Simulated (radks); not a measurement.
Charge is removed step by step from the 4f (averaged over the sub-levels emptied) level of the thulium ion Tm+, starting from [Xe] 4f13 6s1. Calculated with a radial shooting solver on a logarithmic mesh with Libxc functionals: Dirac Kohn-Sham, PBEsol, spin-unpolarised, spherical densities, finite nucleus; open shells are shared between the two j in proportion to 2j + 1; Fermi nuclear charge, rms radius 5.2256 fm.

removed (e)  E - E(0) (eV)  eigenvalue (eV)  E minus straight line (eV)
0                    0.000           -9.785                       0.000
0.25                 2.924          -13.649                      -1.555
0.5                  6.845          -17.764                      -2.111
0.75                11.824          -22.101                      -1.610
1                   17.913          -26.638                       0.000

Removing the whole electron costs 17.913 eV by Delta-SCF, against 9.785 eV from minus the eigenvalue at the starting occupation. Slater's transition state (half an electron removed) gives 17.764 eV. Integrating minus the eigenvalue over the occupation (Janak's theorem) gives 17.913 eV. The mean slope of the eigenvalue, de/dn, is 16.9 eV per electron.
